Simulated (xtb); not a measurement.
C6H5Cl, charge +1, quartet, at a GFN2-xTB geometry of the parent state (a state made from the parent by changing its charge; the spin is typed, not shown lowest); GFN0-xTB in xtb.

Here is a job for xtb.
```
$ xtb mol.xyz --gfn 0 --chrg 1 --uhf 3 --json

# file mol.xyz
12

Cl     1.83420093     0.13297747     0.85980151
C      0.69519421     0.06386758    -0.51905163
C     -0.15472342     1.24542738    -0.54799587
C     -1.46579958     1.11262529    -0.20666758
C     -2.03896329    -0.16252941    -0.03304804
C     -1.27092044    -1.32427420    -0.24550767
C      0.04373298    -1.23620462    -0.58754892
H      0.28836736     2.20789803    -0.74877237
H     -2.09914331     1.98670807    -0.14628794
H     -3.09818260    -0.25014280     0.14937375
H     -1.75718645    -2.28934981    -0.21444114
H      0.63360642    -2.10920265    -0.81757972
```

The log (banner, timings and long lists left out):

```
   ID    Z sym.   atoms
    1   17 Cl     1
    2    6 C      2-7
    3    1 H      8-12

           -------------------------------------------------
          |                Calculation Setup                |
           -------------------------------------------------

           -------------------------------------------------
          |                 G F N 0 - x T B                 |
           -------------------------------------------------

          ...................................................
          :                      SETUP                      :
          :.................................................:
          :  # basis functions                  44          :
          :  # atomic orbitals                  43          :
          :  # shells                           25          :
          :  # electrons                        35          :
          :  electronic temp.          300.0000000     K    :
          :  accuracy                    1.0000000          :
          :  -> integral cutoff          0.2500000E+02      :
          :  -> integral neglect         0.1000000E-07      :
          ...................................................

         :::::::::::::::::::::::::::::::::::::::::::::::::::::
         ::                     SUMMARY                     ::
         :::::::::::::::::::::::::::::::::::::::::::::::::::::
         :: total energy             -17.775874563761 Eh    ::
         :: gradient norm              0.042094236036 Eh/a0 ::
         :: HOMO-LUMO gap              1.676157759170 eV    ::
         ::.................................................::
         :: H0 energy                -19.413194913732 Eh    ::
         :: repulsion energy           0.282103179410 Eh    ::
         :: electrostat energy         1.359248680256 Eh    ::
         :: -> Gsolv                   0.000000000000 Eh    ::
         ::    -> Gsasa                0.000000000000 Eh    ::
         ::    -> Gshift               0.000000000000 Eh    ::
         :: dispersion energy         -0.004031509695 Eh    ::
         :: short-range corr.          0.000000000000 Eh    ::
         :: add. restraining           0.000000000000 Eh    ::
         :: total charge               1.000000000000 e     ::
         :::::::::::::::::::::::::::::::::::::::::::::::::::::

           -------------------------------------------------
          |                Property Printout                |
[...]
     5   6 C        2.916    -0.032    30.359     9.007
     6   6 C        2.907    -0.033    30.387     9.010
     7   6 C        2.950    -0.082    31.653     9.199
     8   1 H        0.926     0.221     0.996     1.561
     9   1 H        0.926     0.208     1.058     1.609
    10   1 H        0.926     0.204     1.076     1.622
    11   1 H        0.926     0.208     1.058     1.609
    12   1 H        0.926     0.221     0.996     1.561

 Mol. C6AA /au·bohr⁶  :       2278.225162
 Mol. C8AA /au·bohr⁸  :      66412.043265
 Mol. α(0) /au        :         76.632561

Wiberg/Mayer (AO) data.
largest (>0.10) Wiberg bond orders for each atom

 ---------------------------------------------------------------------------
     #   Z sym  total        # sym  WBO       # sym  WBO       # sym  WBO
 ---------------------------------------------------------------------------
     1  17 Cl   1.796 --     2 C    1.109     3 C    0.187     7 C    0.187
                             4 C    0.117     6 C    0.117
     2   6 C    3.387 --     1 Cl   1.109     3 C    1.071     7 C    1.071
     3   6 C    3.803 --     4 C    1.408     2 C    1.071     8 H    0.966
                             1 Cl   0.187
     4   6 C    3.917 --     3 C    1.408     5 C    1.295     9 H    0.966
                             1 Cl   0.117
     5   6 C    3.857 --     6 C    1.295     4 C    1.295    10 H    0.974
     6   6 C    3.917 --     7 C    1.408     5 C    1.295    11 H    0.966
                             1 Cl   0.117
     7   6 C    3.803 --     6 C    1.408     2 C    1.071    12 H    0.966
                             1 Cl   0.187
     8   1 H    0.988 --     3 C    0.966
     9   1 H    0.984 --     4 C    0.966
    10   1 H    0.985 --     5 C    0.974
    11   1 H    0.984 --     6 C    0.966
    12   1 H    0.988 --     7 C    0.966
 ---------------------------------------------------------------------------

Topologies differ in total number of bonds
Writing topology from bond orders to xtbtopo.mol

 dipole moment from electron density (au)
     X       Y       Z
   0.0046  -0.0018   0.1356  total (Debye):    0.345

           -------------------------------------------------
          | TOTAL ENERGY              -17.775874563761 Eh   |
          | GRADIENT NORM               0.042094236036 Eh/α |
          | HOMO-LUMO GAP               1.676157759170 eV   |
           -------------------------------------------------

normal termination of xtb
```
